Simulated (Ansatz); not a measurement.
A run for Ansatz (a quantum-chemistry and plane-wave program): R-CCSD(T)/cc-pV(Q+d)Z on F2Si (SMILES F[Si]F). The basis file is the Basis Set Exchange's JSON of that set.

Ansatz 0.2 input:
```yaml
crystal:
  periodic: [false, false, false]
  atoms:
    - {symbol: Si, position_ang: [0.00000000, -0.00000000, -0.68423299]}
    - {symbol: F, position_ang: [1.23906298, 0.00000000, 0.34211649]}
    - {symbol: F, position_ang: [-1.23906298, 0.00000000, 0.34211649]}
basis:
  gaussian:
    orbitals: cc-pV_Q+d_Z.json
magnetization: {spin_polarized: false}
correlation: {method: ccsd_t, electrons: outside_noble_gas}
scf: {lower_state_search: off}
```

Task: Predict the final total energy.

Result: -488.7083 hartree (reference determinant -488.0257, T1 diagnostic 0.015).

Task: How many basis functions does it have, and what does it roughly cost on one machine?

Result: 174 functions; around 18 core-seconds (rough).
